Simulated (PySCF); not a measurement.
# Two-component Hartree-Fock for Ge⁺ (germanium, charge +1)

Start: [Ar] 3d10 4s2 4p1; 4p3/2 filled at m_j = +3/2. Calculated with PySCF 2.14 in x2c-TZVPall-2c with one added diffuse shell each of s, p, d type (7s8p5d1f, 63 functions): generalised Hartree-Fock with the X2C-1e Hamiltonian and a Gaussian nucleus; one run each with spin-orbit coupling (SO) screened by Boettger's factors, then bare. This is a chosen level, not necessarily the ground level.

```csv
spinor shell,electrons,"ε, screened SO (eV)","ε, bare SO (eV)",weight of nominal j (bare SO),"rms radius, bare SO (bohr)"
1s1/2,2,-11188.5,-11188.5,1.000,0.0542
2s1/2,2,-1463.2,-1463.2,1.000,0.227
2p1/2,2,-1296.9,-1298.4,1.000,0.201
3s1/2,2,-210.71,-210.71,1.000,0.667
3p1/2,2,-153.96,-154.18,1.000,0.693
3p3/2,4,-149.44,-149.34,1.000,0.704
3d3/2,4,-53.082,-53.256,0.995,0.808
3d5/2,6,-52.461,-52.351,0.996,0.816
4s1/2,2,-23.432,-23.434,0.999,2.24
4p3/2,1,-15.296,-15.292,1.000,2.82
```

Problem. Where does 2p3/2 lie, and what is the 2p spin-orbit splitting (bare SO)?

Solution. At -1263.8 eV, 34.584 eV above 2p1/2.

| quantity | screened SO | bare SO |
| --- | --- | --- |
| E (hartree) | -2096.80853 | -2096.81930 |
| M_J | 3/2 | 3/2 |
| ⟨J²⟩ | 3.760 | 3.760 |
| ⟨L²⟩ | 2.010 | 2.010 |
| ⟨S²⟩ | 0.755 | 0.755 |

Each row is a mean over spinors that exchange with the open shell spreads, by up to 2.254 eV (4s1/2).
